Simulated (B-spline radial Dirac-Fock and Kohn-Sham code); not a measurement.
**Conversion-electron coefficients: Hf, 464 keV**

Z = 72 (hafnium), transition energy 464 keV. Model: a Dirac-Hartree-Slater potential of the neutral atom with a Latter tail (no hole, which puts coefficients of high multipoles low close above an edge), finite nucleus with surface currents. Program: a radial B-spline solver. Subshells that would emit electrons below 1 keV are left out.

Input of the calculation (task.json; shells as n, l, electrons):

```json
{"items": [{
  "Z": 72,
  "q": 0,
  "cfg": [[1, 0, 2], [2, 0, 2], [2, 1, 6], [3, 0, 2], [3, 1, 6], [3, 2, 10], [4, 0, 2], [4, 1, 6], [4, 2, 10], [4, 3, 14], [5, 0, 2], [5, 1, 6], [5, 2, 2], [6, 0, 2]],
  "A": 180,
  "rrms": 5.347,
  "do": "conversion",
  "gamma": [464.0],
  "edges": {"K": 65351.0, "L1": 11271.0, "L2": 10739.0, "L3": 9561.0, "M1": 2601.0, "M2": 2365.0, "M3": 2107.0, "M4": 1716.0, "M5": 1662.0, "N1": 538.0, "N2": 438.2, "N3": 380.7, "N4": 220.0, "N5": 211.5, "O1": 64.2}
}]}
```

Run with: `python xray2_run.py task.json out`

```
subshell  electron energy (keV)        E1        E2        E3        M1        M4
       K                 398.65   0.00654    0.0180    0.0463    0.0490     0.994
      L1                 452.73  0.000808   0.00232   0.00683   0.00684     0.218
      L2                 453.26  7.99e-05   0.00131    0.0108  0.000543    0.0511
      L3                 454.44  7.25e-05  0.000645   0.00374  6.40e-05    0.0711
      M1                 461.40  0.000177  0.000514   0.00156   0.00153    0.0523
      M2                 461.63  1.95e-05  0.000326   0.00273  0.000135    0.0132
      M3                 461.89  1.82e-05  0.000165  0.000969  1.62e-05    0.0193
      M4                 462.28  1.87e-07  1.31e-06  9.50e-06  1.91e-07  0.000332
      M5                 462.34  2.52e-07  9.63e-07  7.14e-06  1.79e-07  0.000130
      N1                 463.46  4.34e-05  0.000126  0.000386  0.000376    0.0131
      N2                 463.56  4.65e-06  7.82e-05  0.000655  3.24e-05   0.00318
      N3                 463.62  4.27e-06  3.90e-05  0.000230  3.81e-06   0.00463
      N4                 463.78  4.58e-08  3.21e-07  2.34e-06  4.69e-08  8.24e-05
      N5                 463.79  6.11e-08  2.33e-07  1.74e-06  4.35e-08  3.20e-05
      N6                 463.97  4.75e-11  1.96e-10  1.12e-09  3.48e-11  3.33e-08
      N7                 463.98  7.98e-11  2.72e-10  9.78e-10  5.48e-11  3.99e-09
   total                          0.00778    0.0235    0.0744    0.0586      1.44
```

Question: For a pure M1 transition, what fraction of decays emits a photon?

Answer: 1/(1 + α) = 0.945 with the total α = 0.0586; the total includes the outer subshells that are not listed.
